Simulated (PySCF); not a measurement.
Al(Me)2(OH) anion (C2H7AlO), SMILES [CH3][Al]([CH3])[OH] (connectivity only; charge and spin as stated), charge -1, multiplicity 2.

Coordinates come from a PBE-D3(BJ)/def2-SVPD optimisation. The spin state was assumed, not searched. The isomer is the one that the SMILES or the coordinates give; other isomers of the formula were not compared. One conformer was computed; it need not be the lowest.

Computed with PBE-D3(BJ)/def2-SVPD (PySCF).

Frequencies are harmonic and unscaled.

| mode | ν (cm⁻¹) | IR (km/mol) | moving atoms (share of kinetic energy) |
|---|---|---|---|
| 1 | 103 | 0.9 | H 98 % |
| 2 | 117 | 0.2 | H 96 % |
| 3 | 129 | 7.7 | H 46 %, C 37 %, Al 10 % |
| 4 | 172 | 1.6 | O 34 %, H 30 %, C 22 %, Al 13 % |
| 5 | 187 | 8.7 | H 45 %, Al 33 %, C 14 %, O 8 % |
| 6 | 210 | 40.9 | H 63 %, O 24 %, Al 9 % |
| 7 | 484 | 28.1 | C 55 %, H 19 %, Al 16 %, O 10 % |
| 8 | 511 | 19.0 | H 76 %, C 20 % |
| 9 | 553 | 9.2 | H 73 %, C 23 % |
| 10 | 581 | 72.1 | H 45 %, C 25 %, Al 24 % |
| 11 | 598 | 49.2 | H 56 %, C 20 %, O 13 %, Al 11 % |
| 12 | 629 | 48.3 | H 47 %, O 19 %, C 17 %, Al 16 % |
| 13 | 672 | 159.9 | H 57 %, Al 17 %, O 16 %, C 10 % |
| 14 | 690 | 17.9 | H 59 %, Al 24 %, O 10 % |
| 15 | 1096 | 21.4 | H 79 %, C 21 % |
| 16 | 1100 | 18.7 | H 78 %, C 21 % |
| 17 | 1352 | 5.7 | H 95 % |
| 18 | 1356 | 8.7 | H 95 % |
| 19 | 1360 | 0.3 | H 95 % |
| 20 | 1370 | 2.3 | H 95 % |
| 21 | 2886 | 129.0 | H 97 % |
| 22 | 2895 | 140.9 | H 97 % |
| 23 | 2981 | 28.6 | H 92 %, C 8 % |
| 24 | 2988 | 61.3 | H 92 %, C 8 % |
| 25 | 3012 | 20.0 | H 91 %, C 9 % |
| 26 | 3020 | 26.1 | H 91 %, C 9 % |
| 27 | 3782 | 2.1 | H 94 % |
